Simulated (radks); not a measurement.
The nuclear charge of neutral thallium is varied continuously with 81 electrons held in [Hg] 6p1. Method: scalar-relativistic Kohn-Sham, PBE, spin-polarised, spherical densities, finite nucleus; open shells are filled with parallel spins first (spin-orbit coupling, left out, can overturn this in heavy ions); Fermi nuclear charge, rms radius 5.4759 fm; computed with a radial shooting solver on a logarithmic mesh with Libxc functionals. By the Hellmann-Feynman theorem dE/dZ = E(electron-nucleus)/Z, the electronic potential at the nucleus (averaged over a nucleus of fixed radius). The scalar-relativistic energy here is not variational (the density holds large components alone), so the two differ by a part that grows with Z.

| Z | E (hartree) | E(electron-nucleus)/Z (hartree) | HOMO | e(HOMO) (eV) | <r> HOMO (bohr) |
|---|---|---|---|---|---|
| 80.8 | -20115.1549 | -620.613 | 6p | -1.410 | 4.155 |
| 80.9 | -20177.8648 | -621.824 | 6p | -1.995 | 3.967 |
| 81 | -20240.6987 | -623.036 | 6p | -2.615 | 3.813 |
| 81.1 | -20303.6566 | -624.247 | 6p | -3.267 | 3.684 |
| 81.2 | -20366.7386 | -625.459 | 6p | -3.947 | 3.573 |
| 81.3 | -20429.9446 | -626.672 | 6p | -4.653 | 3.475 |
| 81.4 | -20493.2748 | -627.885 | 6p | -5.383 | 3.387 |
| 81.5 | -20556.7293 | -629.098 | 6p | -6.135 | 3.309 |
| 81.6 | -20620.3080 | -630.312 | 6p | -6.908 | 3.238 |
| 81.7 | -20684.0111 | -631.527 | 6p | -7.702 | 3.172 |
| 81.8 | -20747.8387 | -632.742 | 6p | -8.515 | 3.112 |
| 81.9 | -20811.7908 | -633.958 | 6p | -9.347 | 3.056 |
| 82 | -20875.8675 | -635.175 | 6p | -10.197 | 3.004 |

The central difference of E at Z = 81 is -628.959 hartree, to compare with the third column; the second derivative is -12.4 hartree.
